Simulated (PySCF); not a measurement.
**Polarisability and C₆ of Sn²⁺ (tin, charge +2)**

[Kr] 4d10 5s2, closed-shell 1S. All numbers are calculated (PySCF 2.14, the spin-free X2C one-electron Hamiltonian (Gaussian nucleus), in aug-cc-pwCVTZ-DK3 with one added diffuse shell each of s, p, d, f type (11s10p8d5f1g, 125 functions)). Coupled (time-dependent) response in atomic units; α is the mean over directions.

```csv
method,mean α (bohr³),C₆ (like pair),S(−4)
PW91,14.81,83.36,88.12
```

S(−4) is the Cauchy moment in α(ω) = α(0) + S(−4) ω² + …

α(iu) at PW91:

| u (hartree) | α(iu) (bohr³) |
| --- | --- |
| 0 | 14.81 |
| 0.0500 | 14.59 |
| 0.100 | 13.98 |
| 0.200 | 12.07 |
| 0.300 | 9.998 |
| 0.500 | 6.889 |
| 0.750 | 4.770 |
| 1.00 | 3.619 |
| 1.50 | 2.416 |
| 2.00 | 1.775 |
| 3.00 | 1.092 |
| 5.00 | 0.5296 |

A single London oscillator, α(iu) = α/(1 + u²/ω²), gives C₆ = (3/4) ω α². Matching the computed C₆ needs ω = 4 × 83.36 / (3 × 14.81²) = 0.507 hartree.

For an ion, C₆ is the dispersion term alone; charge-induced terms of lower order in 1/R come first.
